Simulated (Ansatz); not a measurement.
Program: Ansatz. Geometries: PBE0-D4/def2-TZVP. ΔE: electronic, gas phase. CBS: MP2 limit from def2 TZ/QZ plus the TZ coupled-cluster correction, frozen cores. DFT in def2-TZVPP. B3LYP here is the variant with VWN-RPA as its local correlation; programs differ in this. One conformer a species, not always the lowest.

Consider the ligand exchange at the Al–C bond: `COB(F)[CH2][AlH2]` + `N[SiH2]S` → `N[SiH2][S][AlH2]` + `COB(C)F`.

`COB(F)[CH2][AlH2]`:

```xyz
13

C    -0.359    1.819    0.689
O    -1.047    1.271   -0.413
B    -1.053   -0.058   -0.666
F    -1.744   -0.409   -1.758
C    -0.296   -1.147    0.136
Al    1.518   -1.416   -0.553
H    -0.807    1.499    1.634
H    -0.432    2.904    0.619
H     0.699    1.539    0.684
H    -0.176   -0.865    1.188
H    -0.815   -2.107    0.065
H     1.892   -2.718   -1.376
H     2.620   -0.312   -0.250
```

`N[SiH2]S`:

Cartesian coordinates in Å:
```
N -0.534 0.562 1.203
Si -0.102 -0.438 -0.110
S 1.460 0.447 -1.295
H -0.161 0.385 2.120
H -0.791 1.527 1.078
H -1.235 -0.666 -1.042
H 0.332 -1.723 0.493
H 1.030 -0.094 -2.447
```

`N[SiH2][S][AlH2]`:

```xyz
10

N    -1.225   -0.948    0.813
Si   -0.902    0.704    0.512
S     1.165    1.326    0.536
Al    1.872    0.081   -1.097
H    -1.110   -1.621    0.073
H    -1.032   -1.355    1.714
H    -1.479    1.016   -0.817
H    -1.524    1.511    1.588
H     3.402    0.146   -1.482
H     0.834   -0.860   -1.840
```

`COB(C)F`:

Cartesian coordinates in Å:
```
C 1.365 -0.864 0.264
O 0.695 0.091 1.053
B -0.438 0.717 0.674
C -1.201 0.503 -0.679
F -0.912 1.587 1.568
H 2.372 -0.503 0.045
H 1.444 -1.796 0.828
H 0.847 -1.063 -0.677
H -0.562 0.723 -1.540
H -2.082 1.141 -0.742
H -1.527 -0.535 -0.794
```

(1) Is it downhill or uphill in electronic energy at CCSD(T)/CBS, and by how much? (Estimate.)

(2) What do these levels give: ωB97M-V, PBE, PBE0, B3LYP, HF/def2-TZVPP, CCSD/def2-TZVPP, HF/def2-QZVPP, MP2/def2-QZVPP, SCS-MP2/def2-QZVPP, HF/CBS(def2), MP2/CBS(def2), CCSD/CBS(def2)? (An estimate is asked.)

Largest T1 diagnostic among the species: 0.012.

Answers

(1) The calculation gave: Downhill: ΔE = -114.1 kJ/mol.

(2) The calculation gave: ωB97M-V -111.5, PBE -112.1, PBE0 -114.0, B3LYP -111.6, HF/def2-TZVPP -117.3, CCSD/def2-TZVPP -111.4, HF/def2-QZVPP -116.5, MP2/def2-QZVPP -116.5, SCS-MP2/def2-QZVPP -114.9, HF/CBS(def2) -116.4, MP2/CBS(def2) -117.6, CCSD/CBS(def2) -113.4 kJ/mol.
